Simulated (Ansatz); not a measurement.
Consider the homolysis of the C–I bond: `Cl[SiH2]CI` → `[CH2][SiH2]Cl`• + I•.

Computed with Ansatz on PBE0-D4/def2-TZVP structures; ΔE is electronic, products minus reactants. CBS: MP2 limit from def2 TZ/QZ plus the TZ coupled-cluster correction, frozen cores. Functionals use def2-TZVPP. B3LYP here is the variant with VWN-RPA as its local correlation; programs differ in this. Open shells (•) are unrestricted, without spin–orbit coupling. Spin–orbit coupling would lower the free atoms: strongly for I. Elements past krypton have def2 core potentials. For I outer-core shells are correlated without core-valence functions, so the limit isn't a true one: a few kJ/mol of doubt a bond, and 10 to 20 or more in all where bonds break to atoms. One conformer a species, not always the lowest.

`Cl[SiH2]CI`:

Cartesian coordinates in Å:
```
Cl -1.718 0.929 1.432
Si -0.094 -0.204 0.905
C 0.423 0.205 -0.841
I -1.088 -0.360 -2.243
H -0.452 -1.635 1.016
H 1.011 0.136 1.835
H 1.323 -0.342 -1.123
H 0.595 1.271 -0.982
```

`[CH2][SiH2]Cl`•:

Cartesian coordinates in Å:
```
C 0.860 -0.738 -0.102
Si -0.535 0.405 0.217
Cl -1.008 1.445 -1.505
H 0.711 -1.759 -0.438
H 1.896 -0.423 -0.032
H -0.174 1.412 1.241
H -1.750 -0.341 0.618
```

```json
{"level": "r2SCAN-D4", "ΔE (kcal/mol)": "57.9", "difference from CCSD(T)/CBS": "-7.5"}
{"level": "PBE0-D4", "ΔE (kcal/mol)": "61.3", "difference from CCSD(T)/CBS": "-4.1"}
{"level": "ωB97M-V", "ΔE (kcal/mol)": "60.2", "difference from CCSD(T)/CBS": "-5.2"}
{"level": "B2PLYP", "ΔE (kcal/mol)": "58.2", "difference from CCSD(T)/CBS": "-7.2"}
{"level": "r2SCAN", "ΔE (kcal/mol)": "57.3", "difference from CCSD(T)/CBS": "-8.1"}
{"level": "B3LYP", "ΔE (kcal/mol)": "54.3", "difference from CCSD(T)/CBS": "-11.1"}
{"level": "CCSD(T)/def2-TZVPP", "ΔE (kcal/mol)": "60.7", "difference from CCSD(T)/CBS": "-4.7"}
{"level": "MP2/def2-QZVPP", "ΔE (kcal/mol)": "69.6", "difference from CCSD(T)/CBS": "4.2"}
{"level": "SCS-MP2/def2-QZVPP", "ΔE (kcal/mol)": "65.7", "difference from CCSD(T)/CBS": "0.3"}
{"level": "MP2/CBS(def2)", "ΔE (kcal/mol)": "71.6", "difference from CCSD(T)/CBS": "6.2"}
{"level": "CCSD(T)/CBS", "ΔE (kcal/mol)": "65.4", "difference from CCSD(T)/CBS": "0"}
```

Largest T1 diagnostic among the species: 0.010.

The D4 term adds +4.0 kcal/mol with B3LYP and +2.1 kcal/mol with PBE0; it sums over pairs of atoms, weighted by their polarisabilities, and B3LYP, whose exchange is more repulsive, gets the larger term. In def2-TZVPP, CCSD(T) changes the Hartree–Fock value by +34.0 kcal/mol (the triples alone add +4.1 kcal/mol) and MP2 by +40.2 kcal/mol; breaking electron pairs costs correlation energy, which Hartree–Fock lacks.

CCSD(T)/CBS has its own doubt, a few kJ/mol and more with outer-core shells, so smaller differences from it don't rank the levels.
